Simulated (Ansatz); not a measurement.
Relaxation of CH8BNSi (12 atoms, charge 0, multiplicity 1), to a largest force component of 0.015 eV/Å in at most 40 steps.

Method: RKS B3LYP/def2-SVP in Ansatz 0.2.0.

```xyz
12
Properties=species:S:1:pos:R:3:forces:R:3
B -0.964 1.283 -0.203 -1.37 1.75 -0.33
C 0.129 0.395 0.388 1.55 -0.39 -0.47
N -0.422 -0.354 1.514 3.14 -0.18 2.23
Si 0.887 -0.744 -0.939 -1.99 -0.43 0.64
H -1.362 1.215 -1.357 0.20 -0.09 0.15
H -1.526 2.157 0.470 0.25 -0.55 -0.15
H 0.985 1.057 0.738 -0.87 -0.29 -0.05
H 0.440 -0.860 1.965 -2.41 0.83 -0.72
H -1.077 -1.049 1.234 -0.58 -0.89 -0.41
H 1.355 0.042 -2.025 0.68 0.68 -1.25
H -0.272 -1.626 -1.409 0.55 0.19 0.08
H 1.905 -1.571 -0.342 0.85 -0.65 0.29
```

Task: Where does it end, and by what steps?

Result: It converged. After 18 steps the energy has fallen by 0.783 eV; H6 moved furthest, 1.50 Å.

| step | energy less start (eV) | largest force component (eV/Å) | accepted |
| --- | --- | --- | --- |
| 0 | 0.0000 | 3.137 | yes |
| 1 | -0.3726 | 0.994 | yes |
| 2 | -0.4174 | 0.558 | yes |
| 3 | -0.5224 | 0.361 | yes |
| 4 | -0.5718 | 0.579 | yes |
| 5 | -0.6400 | 0.259 | yes |
| 6 | -0.6783 | 0.244 | yes |
| 7 | -0.7087 | 0.232 | yes |
| 8 | -0.7178 | 0.548 | yes |
| 9 | -0.7468 | 0.484 | yes |
| 10 | -0.7694 | 0.262 | yes |
| 11 | -0.7787 | 0.209 | yes |
| 12 | -0.7796 | 0.141 | yes |
| 13 | -0.7819 | 0.126 | yes |
| 14 | -0.7824 | 0.063 | yes |
| 15 | -0.7829 | 0.029 | yes |
| 16 | -0.7828 | 0.035 | no |
| 17 | -0.7830 | 0.018 | yes |
| 18 | -0.7830 | 0.012 | yes |

```xyz
12
Properties=species:S:1:pos:R:3
B -0.946 1.218 -0.261
C 0.171 0.499 0.492
N -0.126 -0.250 1.696
Si 0.682 -0.714 -0.973
H -0.668 2.041 -1.100
H -2.102 0.894 -0.106
H 1.086 1.109 0.604
H 0.526 -1.009 1.889
H -1.074 -0.621 1.700
H 1.296 -0.049 -2.158
H -0.467 -1.563 -1.402
H 1.700 -1.611 -0.346
```

Time of the run: 51 s on 2 threads of Arm Neoverse V1, with other jobs on the host, peak memory 0.2 GiB.
